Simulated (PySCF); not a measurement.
**Correlation energy of Ge (germanium, neutral)**

[Ar] 3d10 4s1 4p3, high-spin 5S determinant (an excited configuration). Computed with PySCF 2.14 in x2c-TZVPPall (6s5p4d1f, 48 functions), with the spin-free X2C one-electron Hamiltonian (Gaussian nucleus). Frozen: [Ar] 3d10; 4 electrons correlated.

```csv
level,correlation energy (mhartree)
CCSD,-24.19
(T),-0.33
CCSD(T),-24.52
CCSDT,-24.63
```

Diagnostics: T1 = 0.0019, D1 = 0.0047, largest double amplitude 0.052.

Cost of the coupled-cluster step: of the order of 0.5 core-seconds, for 4 correlated electrons.
